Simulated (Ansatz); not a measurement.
`B[CH2][GeH2][Cl]` + `CC(N)O` → `BNC(C)O` + `[CH3][GeH2][Cl]`  (ligand exchange at a B–C bond)

Program: Ansatz. Geometries: PBE0-D4/def2-TZVP. ΔE: electronic, gas phase. CCSD(T)/CBS adds triple-zeta CCSD(T) − MP2 to the extrapolated MP2 energy (def2 sets, frozen cores). For Ge outer-core shells are correlated without core-valence functions, which leaves a few kJ/mol of doubt a bond. Scalar relativity is left out up to krypton. One conformer a species, not always the lowest.

| species | CCSD(T)/def2-TZVPP energy (Eh) |
| --- | --- |
| `B[CH2][GeH2][Cl]` | -2601.78515 |
| `CC(N)O` | -210.08256 |
| `BNC(C)O` | -235.50186 |
| `[CH3][GeH2][Cl]` | -2576.41844 |

Problem. Work out ΔE.

Solution. ΔE = (-235.50186) + (-2576.41844) − (-2601.78515) − (-210.08256) = -0.05259 Eh = -138.1 kJ/mol. CCSD(T)/CBS gives -135.9 kJ/mol.

Largest T1 diagnostic among the species: 0.012.
